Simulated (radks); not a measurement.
Values are calculated unless marked as measured or tabulated.
Neutral argon, 18 electrons, occupied as [Ar].

Level of theory: non-relativistic Kohn-Sham, PBE, spin-polarised, spherical densities, point nucleus (a radial shooting solver on a logarithmic mesh with Libxc functionals).

Energy parts (eV):
part                      energy
total                 -14349.819
kinetic                14333.142
electron-nucleus      -34151.776
Hartree                 6303.819
exchange-correlation    -835.004

Orbitals (lengths in bohr, moments of r in powers of bohr; r(90%) holds 90 % of the orbital's charge):
orbital  occ.  eigenvalue (eV)      <r^4>  r(90%)
1s          2        -3106.578  0.0002562   0.154
2s          2        -294.7258    0.07574   0.650
2p          6        -229.7656    0.06624   0.625
3s          2         -24.0609      9.242    2.15
3p          6         -10.2862      22.21    2.65

The highest occupied level is 3p at -10.286 eV. Summed over all electrons, <r^2> = 26.23 bohr^2, which gives a Langevin (diamagnetic) susceptibility term of -20.8 x 10^-6 cm^3/mol. The density falls to 0.001 e/bohr^3 at r = 3.75 bohr. Virial ratio -V/T = 2.00116.
